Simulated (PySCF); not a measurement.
Delta-SCF ions had no search for a lower state. Excitations are Tamm–Dancoff values on a coarser integration grid. The basis has no diffuse functions, so Rydberg states are missing or too high.

Cartesian coordinates (Å):
```xyz
6

B      1.8602    -0.0151     0.0056
C      0.5159     0.0577     0.0428
B     -0.8491     0.1218     0.0956
O     -2.1615     0.2151     0.1000
H      3.0304    -0.0788    -0.0259
H     -2.6467    -0.2270     0.8044
```
Charge 0, spin multiplicity 1.

Q: Give the dipole moment, T1 excitation (TDA), total energy, HOMO and vertical ionisation energy (Delta-SCF) at the level PySCF with PBE-D3(BJ)/def2-TZVP // r2SCAN-D4/def2-TZVP.

A: 
- dipole moment = 2.58 D
- T1 excitation (TDA) = 3.31 eV
- total energy = -164.0520 Ha
- HOMO = -5.86 eV
- vertical ionisation energy (Delta-SCF) = 9.20 eV
